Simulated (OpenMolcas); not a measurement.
**Pr: the spin-orbit constant, worked from levels**

```json
{
 "Program": "OpenMolcas 26.06",
 "Basis": "ANO-RCC-VTZP [8s7p5d3f2g1h]",
 "Scalar Hamiltonian": "DKH2, point nucleus",
 "Active space": "3 electrons in 12 orbitals (RAS2 4f; RAS3 5d, at most 1 electron)",
 "State averaging": "2S+1 = 4 odd, 35 roots (30 in the spin-orbit step); 2S+1 = 2 odd, 112 roots (43 in the spin-orbit step); 2S+1 = 4 even, 105 roots (97 in the spin-orbit step); 2S+1 = 2 even, 108 roots kept (CI in the orbitals of an earlier block)",
 "Spin-orbit coupling": "RASSI with atomic mean-field integrals over the reference wave functions, term energies averaged over their components"
}
```

Methods: RASSCF; SS-RASPT2, IPEA 0.25 Eh, imaginary shift 0.1 Eh (closed shells correlated: 5s 5p 6s). Measured levels: NIST Handbook of Basic Atomic Spectroscopic Data.

**The spin-orbit constant.** For the Hund term ⁴I° of f3, E(J) = (A/2) J(J+1) + constant and ζ = 2S·A = 3A. From J = 9/2 to J = 15/2 the energy changes by 19.5 A.

```tsv
Source	E(15/2) - E(9/2)	A	ζ
RASSCF	4752.1	243.7	731
SS-RASPT2	4834.6	247.9	744
measured	4381.1	224.7	674
```

All in cm-1. SS-RASPT2 is off by +10.4 % and RASSCF by +8.5 %. Both methods take the spin-orbit matrix elements from the reference wave functions, so the second can move ζ only through the term energies and any multistate remixing. Second-order mixing with other terms is absorbed into this ζ.

Term energies are means over components that CASPT2 splits; among the terms shown or strongly mixed into the levels shown the widest spread is 1300 cm-1 (4f³ 6s² ⁴I°, SS-RASPT2). Over all roots computed the reference weight is 0.80 to 0.87 in SS-RASPT2; the roots of lowest weight are the least certain, and an intruder state may touch them. High states are left out of the spin-orbit mixing, which shifts the levels that they would mix with. Without dynamic correlation excited terms often stand tens of per cent too high (terms of higher spin than the ground term too low), and those without a measured partner can miss by more than the paired ones (holds for RASSCF). The lowest computed level is not the ground level that NIST lists (4I*9/2) (holds for RASSCF). Each CASPT2 term energy is a mean over a sample of three components (holds for SS-RASPT2). Measured partners are found by configuration, term and J. A level has none where our copy of the source lacks it or the pairing is in doubt (some pairs that miss far off the trend of their configuration count as doubtful), and it then counts in no deviation. Only configurations of the active space appear.

° marks odd parity.
